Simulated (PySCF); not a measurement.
## Adding and removing an electron: CsBi

ROHF; PySCF, scalar-relativistic core potentials, basis sets Cs def2-SVP with ECP46, Bi def2-SVP with ECP60. Neutral (ROHF): triplet (π ↑↑), Re = 3.832 Å, ωe = 78.1 cm⁻¹, De = 0.07 eV, HOMO -4.35 eV, LUMO -0.29 eV.

CsBi⁺ (UHF): quartet (σ ↑, π ↑↑), Re = 4.638 Å, ωe = 21.8 cm⁻¹. The energies at the minima are -233.44525 hartree for CsBi and -233.32078 for CsBi⁺.

(1) Work out the adiabatic ionisation energy, without and with harmonic zero-point energies (1 hartree = 27.2114 eV, 1 eV = 8065.5 cm⁻¹), and the change of the bond length.

UHF and ROHF references stand side by side, which adds small steps between rows. These are scalar-relativistic numbers at best; spin–orbit coupling would shift them, the dissociation energy most. Hartree–Fock leaves out correlation, which carries a large part of most bond energies and some tenths to 1 eV of ionisation energies. States were picked by a PBE0 search and need not be the measured ground states.

Neutral and ion stand on different kinds of reference determinant, which adds to the error of the difference.

Answers

(1) At HF: 0.12447 hartree = 3.387 eV between the minima; the zero-point term (21.8 − 78.1)/2 cm⁻¹ = -0.003 eV makes it 3.384 eV. Re changes by +80.6 pm against the neutral. The electron leaves a σ orbital, and the ion is left as a loose complex of an ion and an atom.
